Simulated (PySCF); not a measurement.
Species: C8H8 (charge +1 and doublet state).
Z-matrix (Å and degrees, GFN2-xTB geometry), rows numbered from 1:
```
C 
C   1  1.3602
C   2  1.4260  1  126.10
C   3  1.4262  2  118.44  1   179.86
C   4  1.3710  3  120.74  2  -179.84
C   5  1.4030  4  119.86  3    -0.18
C   6  1.4036  5  120.44  4     0.23
C   7  1.3709  6  120.23  5    -0.21
H   1  1.0783  2  123.28  3    -0.34
H   1  1.0787  2  120.43  3   179.64
H   2  1.0841  1  118.16  3  -179.99
H   4  1.0801  3  118.90  2     0.05
H   5  1.0793  4  120.41  3   179.89
H   6  1.0804  5  119.84  4  -179.65
H   7  1.0795  6  119.56  5   179.83
H   8  1.0782  3  119.91  2    -0.14
```

The hyperfine couplings belong to this conformer and change with its torsions.

Identity: `C=C[C+]1[CH]C=CC=C1` [radical] (charge +1).

Level of theory: UKS B3LYP, pcH-1 on C H, non-relativistic, mean-field spin-orbit, GIAO in PySCF. One conformer (not necessarily the lowest) at the GFN2-xTB geometry, without solvent, vibrations or thermal averaging. A GFN2-xTB geometry isn't a minimum of the functional, and hyperfine couplings can be far from their values at a DFT geometry, by a factor of two or more for some ions and for spin on atoms past the first row. The SCF solution wasn't tested for stability.

(1) Predict the first-order ENDOR lines of H10, H9, H14, H16, H12, H15, H13 and H11 under fast tumbling at B = 3364.6 mT (W band).

(2) Which pairs are centred on the nuclear Larmor frequency, and which on half the coupling?

## Answers

(1) For S = 1/2 in fast tumbling each set of equivalent nuclei gives two lines, ν± = |νn ± a/2| to first order, with νn = g_N μN B/h and μN/h = 7.62259 MHz/T.

```csv
nuclei,isotope,g_N,νn (MHz),a_iso (MHz),lower line (MHz),upper line (MHz)
H10,1H,5.5857,143.26,-30.79,127.86,158.65
H9,1H,5.5857,143.26,-29.43,128.54,157.97
H14,1H,5.5857,143.26,-20.07,133.22,153.29
H16,1H,5.5857,143.26,-8.26,139.13,147.39
H12,1H,5.5857,143.26,-7.07,139.72,146.79
H15,1H,5.5857,143.26,1.66,142.43,144.09
H13,1H,5.5857,143.26,0.67,142.92,143.59
H11,1H,5.5857,143.26,-0.54,142.99,143.53
```

(2) Centred on νn, since |a| < 2νn: H10, H9, H14, H16, H12, H15, H13 and H11. No pair has |a| > 2νn.

Hardware: Arm Neoverse N1, one thread (shared host). Cost: 1.9 min (with the writing of density and orbital grids), 1.1 GiB resident at most.

The SMILES draws the unpaired electron on C4; the largest computed Mulliken spin population is on C1 (0.47 against 0.08).
